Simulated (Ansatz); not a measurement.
Molecule: CuH (charge 0, singlet). SMILES: [CuH]
Geometry from a B3LYP-D3(BJ)/def2-TZVP (Ansatz, a quantum-chemistry and plane-wave program) optimisation:
```xyz
2

Cu     0.0000     0.0000    -0.0494
H      0.0000     0.0000     1.4337
```
Charge 0, spin multiplicity 1.

Property: atomisation energy, in kcal/mol. Conventions: LANL2DZ with its own core potentials from Na on; 6-31G* and kin with 6d, 5d where marked; non-relativistic; valence correlation only (noble-gas shells and the d and f shells of earlier blocks); atomisation electronic, to ground-state atoms; open shells spin-unrestricted; spin-orbit terms left out. First-principles rows: single points at B3LYP-D3(BJ) geometries (Ansatz).

```tsv
level	program	atomisation energy (kcal/mol)
HF/LANL2DZ	Ansatz	29.5
HF/6-31G* with LANL2DZ past Ar	Ansatz	28.9
SVWN5/6-31G* with LANL2DZ past Ar	Ansatz	75.5
PBE/LANL2DZ	Ansatz	64.7
PBE/def2-SVP	Ansatz	68.1
PBE/6-31G* with LANL2DZ past Ar	Ansatz	63.6
BLYP/6-31G* with LANL2DZ past Ar	Ansatz	65.6
B3LYP/LANL2DZ	Ansatz	62.8
B3LYP/def2-SVP	Ansatz	65.2
B3LYP/6-31G* with LANL2DZ past Ar	Ansatz	61.9
PBE0/6-31G* with LANL2DZ past Ar	Ansatz	57.8
MP2/LANL2DZ	Ansatz	45.3
MP2/6-31G* with LANL2DZ past Ar	Ansatz	44.7
PBE/def2-TZVPD	Ansatz	63.6
```

No value to compare with is used here. The 13 habitual levels span 28.9 (HF/6-31G* with LANL2DZ past Ar) to 75.5 kcal/mol (SVWN5/6-31G* with LANL2DZ past Ar); PBE/def2-TZVPD gives 63.6.

The levels are drawn from those run, B3LYP/6-31G* more often than the rest, none by its result; runs whose electronic state is in doubt are left out.
